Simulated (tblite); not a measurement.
Species: C6H7BrFSi (charge +1).
Atom-mapped SMILES: `[F:1][C@@H:2]([Br:3])[C:4]1=[CH:5][CH:6]=[CH:7][CH2:8][SiH+:9]1` (hydrogens: H10 on C2; H11 on C5; H12 on C6; H13 on C7; H14, H15 on C8; H16 on Si9)
Bond orders are those of one Lewis drawing.

Computed with GFN2-xTB (tblite), gas phase: L-BFGS steps from a force-field or distance-geometry start until the largest atomic force falls under 0.01 eV/Å.

Step 69: E = -720.3038 eV
```
atom  x, y, z in Å  |  force x, y, z in eV/Å
F1      2.5971    1.7468    0.1791   -0.013   0.026  -0.012
C2      2.4218    0.4331   -0.1069   -0.009  -0.063   0.049
Br3     3.3265   -0.6291    1.3279   -0.040   0.041  -0.010
C4      0.9568    0.1393   -0.1148    0.002   0.009   0.018
C5      0.4612   -1.0206   -0.6255   -0.010  -0.014  -0.025
C6     -0.9105   -1.4297   -0.6255   -0.015   0.008  -0.056
C7     -1.9585   -0.7254   -0.1664   -0.017   0.054   0.032
C8     -1.9251    0.6451    0.4368    0.038   0.040   0.016
Si9    -0.1913    1.3719    0.6499   -0.009   0.014   0.001
H10     2.9399    0.1942   -1.0391    0.028   0.042  -0.030
H11     1.1612   -1.7145   -1.0722    0.017  -0.065   0.021
H12    -1.1004   -2.4043   -1.0484   -0.013  -0.044  -0.014
H13    -2.9461   -1.1615   -0.2340    0.017   0.009   0.004
H14    -2.4778    0.6183    1.3841    0.013  -0.025  -0.020
H15    -2.5342    1.3020   -0.1992   -0.004  -0.036   0.012
H16     0.1720    2.6434    1.2428    0.016   0.004   0.015
```

Step 70: E = -720.3047 eV
```
atom  x, y, z in Å  |  force x, y, z in eV/Å
F1      2.5978    1.7504    0.1582   -0.015  -0.001  -0.025
C2      2.4222    0.4325   -0.1093   -0.011  -0.061   0.084
Br3     3.3191   -0.6077    1.3498   -0.043   0.049  -0.028
C4      0.9577    0.1381   -0.1162   -0.007   0.024   0.018
C5      0.4609   -1.0209   -0.6274   -0.008  -0.006  -0.038
C6     -0.9119   -1.4263   -0.6325    0.001  -0.014  -0.037
C7     -1.9592   -0.7244   -0.1687   -0.024   0.067   0.018
C8     -1.9249    0.6432    0.4409    0.044   0.044   0.019
Si9    -0.1903    1.3695    0.6511   -0.008   0.015   0.004
H10     2.9429    0.1765   -1.0353    0.036   0.049  -0.028
H11     1.1604   -1.7160   -1.0728    0.016  -0.066   0.015
H12    -1.1021   -2.3991   -1.0588   -0.018  -0.050  -0.019
H13    -2.9469   -1.1602   -0.2368    0.016   0.010   0.000
H14    -2.4739    0.6078    1.3899    0.012  -0.011  -0.017
H15    -2.5355    1.3057   -0.1884   -0.005  -0.053   0.019
H16     0.1762    2.6398    1.2448    0.014   0.004   0.013
```

Step 71: E = -720.3062 eV
```
atom  x, y, z in Å  |  force x, y, z in eV/Å
F1      2.5987    1.7544    0.1272   -0.017  -0.018  -0.034
C2      2.4233    0.4308   -0.1123   -0.015  -0.052   0.103
Br3     3.3059   -0.5736    1.3813   -0.037   0.045  -0.042
C4      0.9589    0.1366   -0.1194   -0.026   0.027   0.010
C5      0.4605   -1.0219   -0.6305   -0.008   0.006  -0.055
C6     -0.9147   -1.4203   -0.6445    0.023  -0.047   0.004
C7     -1.9602   -0.7217   -0.1718   -0.012   0.059  -0.023
C8     -1.9236    0.6414    0.4466    0.038   0.031   0.022
Si9    -0.1884    1.3671    0.6517    0.006   0.014   0.006
H10     2.9486    0.1528   -1.0297    0.038   0.049  -0.008
H11     1.1594   -1.7219   -1.0702    0.006  -0.049   0.010
H12    -1.1057   -2.3910   -1.0754   -0.024  -0.044  -0.020
H13    -2.9476   -1.1581   -0.2397    0.012   0.018  -0.006
H14    -2.4674    0.5906    1.3975    0.012   0.019   0.004
H15    -2.5389    1.3098   -0.1718   -0.006  -0.063   0.020
H16     0.1835    2.6340    1.2497    0.010   0.004   0.009
```

Step 72: E = -720.3075 eV
```
atom  x, y, z in Å  |  force x, y, z in eV/Å
F1      2.5987    1.7560    0.1085   -0.022  -0.016  -0.027
C2      2.4242    0.4284   -0.1129   -0.025  -0.016   0.087
Br3     3.2968   -0.5508    1.3986   -0.022   0.026  -0.030
C4      0.9593    0.1356   -0.1222   -0.040   0.004  -0.003
C5      0.4601   -1.0232   -0.6332   -0.004   0.011  -0.052
C6     -0.9167   -1.4169   -0.6527    0.029  -0.059   0.028
C7     -1.9605   -0.7189   -0.1744    0.010   0.030  -0.053
C8     -1.9216    0.6411    0.4502    0.023   0.003   0.015
Si9    -0.1866    1.3666    0.6516    0.019   0.010   0.003
H10     2.9527    0.1418   -1.0258    0.038   0.029  -0.003
H11     1.1586   -1.7290   -1.0659   -0.006  -0.020   0.008
H12    -1.1093   -2.3867   -1.0866   -0.024  -0.024  -0.013
H13    -2.9475   -1.1563   -0.2407    0.008   0.029  -0.011
H14    -2.4631    0.5795    1.4010    0.014   0.040   0.034
H15    -2.5417    1.3112   -0.1608   -0.007  -0.050   0.011
H16     0.1891    2.6306    1.2538    0.008   0.003   0.006
```

Problem. Estimate the geometry and energy of step 73. (The exact step hangs on the optimiser's Hessian estimate; all steps are aligned on step 72, rigid shifts and turns removed.)

Solution. E = -720.3084 eV, largest force 0.071 eV/Å
```
atom  x, y, z in Å  |  force x, y, z in eV/Å
F1      2.5996    1.7576    0.0874   -0.030  -0.027  -0.012
C2      2.4247    0.4256   -0.1121   -0.010   0.022   0.014
Br3     3.2888   -0.5272    1.4167   -0.015   0.014  -0.019
C4      0.9590    0.1350   -0.1245   -0.029  -0.023  -0.008
C5      0.4597   -1.0237   -0.6366   -0.005   0.001  -0.034
C6     -0.9180   -1.4151   -0.6588    0.016  -0.046   0.024
C7     -1.9606   -0.7160   -0.1783    0.028   0.000  -0.053
C8     -1.9196    0.6404    0.4544    0.002  -0.022   0.008
Si9    -0.1848    1.3660    0.6529    0.020   0.007  -0.004
H10     2.9575    0.1287   -1.0214    0.012   0.019   0.042
H11     1.1571   -1.7345   -1.0637   -0.008   0.007   0.005
H12    -1.1130   -2.3828   -1.0979   -0.017  -0.006   0.001
H13    -2.9475   -1.1541   -0.2440    0.009   0.041  -0.016
H14    -2.4592    0.5695    1.4055    0.024   0.047   0.047
H15    -2.5452    1.3118   -0.1488   -0.005  -0.036   0.001
H16     0.1940    2.6279    1.2576    0.008   0.003   0.004
```

The energy changes by -0.0009 eV. The first-order estimate −F·Δx gives -0.0013 eV and the mean of the old and new forces, exact on a quadratic surface, -0.0009 eV. The step makes an angle of 82° with the force vector and moves no atom by more than 0.031 Å.

What follows is the cost of the whole relaxation. Time: 0.94 s of wall time. Hardware: Arm Neoverse V1, one thread, no GPU, shared host with 32 logical CPUs at a one-minute load of 10.
